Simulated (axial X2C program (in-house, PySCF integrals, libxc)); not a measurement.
# NPrO⁻: the levels of the configuration f(δφ)1 f(π)0

Computed with an axial X2C code built on PySCF integrals: two-component X2C with atomic mean-field Coulomb and Gaunt terms, basis N dyall-v3z, Pr dyall-v3z, O dyall-v3z (cores contracted in-house). Orbitals come from Hartree–Fock averaged over the configuration Pr f(δφ)1 f(π)0; CI then distributes these electrons over the f(δφ), f(π) shells of Pr.

N–Pr–O held linear, bonds 1.765 and 1.720 Å (the second held) (near the minimum of the configuration average).

Active spinors (ω > 0):

```csv
shell,ω,ε (eV),character
f(δφ),3/2,14.58,100% Pr f
f(δφ),5/2,14.68,100% Pr f
f(δφ),5/2,14.95,100% Pr f
f(δφ),7/2,15.10,100% Pr f
f(π),3/2,8.71,"74% Pr f, 20% Pr d"
f(π),1/2,8.71,"74% Pr f, 18% Pr d, 4% Pr p"
```

Lowest levels of this model:

| Ω | energy (cm⁻¹) | g∥ | configuration |
| --- | --- | --- | --- |
| 5/2 | 0 | 4.16 | 100% f(δφ)1 |
| 3/2 | 1670 | 2.02 | 100% f(δφ)1 |
| 7/2 | 2462 | 8.00 | 100% f(δφ)1 |
| 5/2 | 3519 | 5.84 | 100% f(δφ)1 |

g∥ is the magnitude of 2⟨Lz + ge Sz⟩ for the +Ω component.

(1) From Ω and g∥ of the lowest level, whose 2⟨Lz + ge Sz⟩ is positive, find ⟨Sz⟩ and ⟨Lz⟩ (ge = 2.0023).

Occupations of the active spinors in the lowest level by ω, shell by shell in order of energy: -7/2: 0.00; -5/2: 0.00 0.00; -3/2: 0.00 0.00; -1/2: 0.00; 1/2: 0.00; 3/2: 0.00 0.00; 5/2: 0.46 0.54; 7/2: 0.00. The leading determinant has weight 0.54 among 2.

This point took 3.7 s on 1 thread of Arm Neoverse V1, on a shared host.

There is no dynamic correlation: spin–orbit spacings and, for f shells, spacings inside one term are the most reliable numbers, splittings between terms come out too wide, and energies between configurations are not reliable, so the lowest level need not be the ground state of the molecule. At most 6 roots were kept for each Ω > 0 (twice that for Ω = 0) within 3.5 eV of the lowest, so higher up levels can be missing between those listed; levels with Ω > 0 are doubly degenerate and listed once, Ω = 0 levels singly. States that fill the shells left empty in the average are placed too high. For an anion, levels above electron detachment are held by the basis set. The molecule was held linear; bending was not examined.

Answers

(1) Ω = ⟨Lz⟩ + ⟨Sz⟩ = 5/2 and ⟨Lz⟩ + ge⟨Sz⟩ = 2.080, so ⟨Sz⟩ = -0.42 and ⟨Lz⟩ = 2.92.
